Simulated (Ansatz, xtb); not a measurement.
F2H6Si3: where a starting geometry ends

The starting geometry of this gas-phase singlet has its atoms placed at random.

```yaml
atoms:
  - { symbol: F, position_ang: [0.3789, 1.0081, 0.7150] }
  - { symbol: F, position_ang: [-1.2296, -0.0529, -2.3418] }
  - { symbol: Si, position_ang: [1.5483, -1.8994, 1.0270] }
  - { symbol: Si, position_ang: [-0.7897, 0.7392, -0.4006] }
  - { symbol: Si, position_ang: [0.3490, -2.0025, -0.9011] }
  - { symbol: H, position_ang: [-2.1150, 1.4106, -0.5377] }
  - { symbol: H, position_ang: [1.0258, 1.0040, 1.2452] }
  - { symbol: H, position_ang: [-0.3565, 2.1967, 0.8298] }
  - { symbol: H, position_ang: [1.5119, -1.6465, -1.2848] }
  - { symbol: H, position_ang: [0.4719, 0.0218, 1.0757] }
  - { symbol: H, position_ang: [0.3385, 0.0507, -0.0702] }
```

**Question.** One run relaxed it with r2SCAN-D4/def2-SVP. What is a likely outcome?

**Answer.** It loosens into FH3Si + H2Si2 + FH, which stay close as a complex. Distances that change by over a tenth: F1–H7 (0.84 → 0.95 Å), Si5–H9 (1.28 → 1.73 Å). Contacts that open: F1–Si4 (1.64 → 2.69 Å), F1–H10 (1.05 → 3.85 Å). Contacts that close: F2–Si4 (2.14 → 1.63 Å), Si3–H9 (2.33 → 1.65 Å), Si3–H10 (2.20 → 1.50 Å), Si4–H8 (1.96 → 1.49 Å).

The energy falls by 21.57 eV over 49 steps:

| step | E − E(last) (eV) |
| --- | --- |
| 1 | 21.574 |
| 6 | 2.907 |
| 12 | 0.346 |
| 17 | 0.176 |
| 22 | 0.164 |
| 28 | 0.065 |
| 33 | 0.009 |
| 38 | 0.003 |
| 44 | 0.001 |
| 49 | 0.000 |

Final geometry (Å):

```xyz
11

F    -0.8442    0.2675    1.5399
F    -1.0857    1.8293   -2.4898
Si    2.1240   -1.1509    0.8768
Si   -0.9866    1.2336   -0.9710
Si    0.7325   -2.7128    0.5307
H    -1.9076    2.0328   -0.1275
H    -0.2344   -0.4538    1.4684
H     0.4391    1.3815   -0.5628
H     1.3574   -1.5070   -0.5381
H     2.9099    0.1112    0.6884
H    -1.3710   -0.2015   -1.0584
```

From the same start GFN2-xTB ends elsewhere, in pieces: FH3Si2 + FH3Si.

From so rough a start the end depends on the optimiser's path, so another program may land elsewhere. The end wasn't checked by frequencies. Run with Ansatz 0.2.0, 2.6 min on 2 threads of AMD EPYC 7R43 64-Core Processor (Zen 3) (shared host).
